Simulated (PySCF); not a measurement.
Compound: C5H3NS2.
Geometry (PBE0-D3(BJ)/def2-TZVP, Å), atoms numbered from 1 in this order:
```
atom  x, y, z in Å
N1     3.6473    0.5101    0.3894
C2     2.8622   -0.2680    0.7254
S3     1.7602   -1.4167    1.2532
C4     0.2735   -0.6891    0.6602
C5     0.0402    0.5696    0.1882
C6    -1.3177    0.7527   -0.1709
C7    -2.0771   -0.3568    0.0400
S8    -1.1484   -1.6497    0.6610
H9     0.8099    1.3242    0.0991
H10   -1.7116    1.6777   -0.5701
H11   -3.1326   -0.4941   -0.1365
```

Level: wB97X-D/pcSseg-2 in PySCF, non-relativistic, on one gas-phase PBE0-D3(BJ)/def2-TZVP geometry that isn't relaxed in the solvent. The solvent is an IEF-PCM continuum (cavity from Bondi-type radii × 1.2). The model holds no explicit solvent molecules, cavitation or dispersion.

Gas phase at wB97X-D/pcSseg-2: HOMO -8.62 eV, LUMO 0.55 eV, dipole 3.72 D.

Task: What does the continuum do to the energy, the frontier levels and the dipole at wB97X-D/pcSseg-2 in chloroform?

Result: 
```csv
solvent,ε,E(solvent) − E(gas) (kcal/mol),polarisation term (kcal/mol),distortion of the solute (kcal/mol),HOMO (eV),LUMO (eV),dipole (D)
chloroform,4.711,-3.93,-4.45,0.52,-8.47,0.71,4.55
```

The first energy column is the sum of the next two and covers electrostatics alone.

Task: Which radius a makes the point-dipole formula ΔE = −[(ε − 1)/(2ε + 1)]·μ²/a³ give the value in chloroform, with the gas-phase dipole?

Result: μ = 1.464 au and |ΔE| = 0.00626 Eh give a = 2.62 Å; the farthest nucleus lies 3.68 Å from the centroid of the nuclei, so such a sphere wouldn't even hold the nuclei. The formula assumes a rigid point dipole at the centre of a sphere.

Task: Give the dipole vector in the frame of the coordinates (D, pointing from negative to positive charge), gas and chloroform.

Result: Gas (-3.62, -0.85, 0.15), solvent (-4.40, -1.14, 0.23). Its length changes by +22 % and its direction by 1°.

Time: 77 s; peak memory 1.7 GiB. Hardware: Intel Xeon Platinum 8488C, one thread, no GPU, on a shared host. This is the whole shielding run at wB97X-D/pcSseg-2 in chloroform, SCF included.

The pairwise dispersion term of wB97X-D wasn't added to the energies; at a given geometry it leaves orbitals and properties as they are.
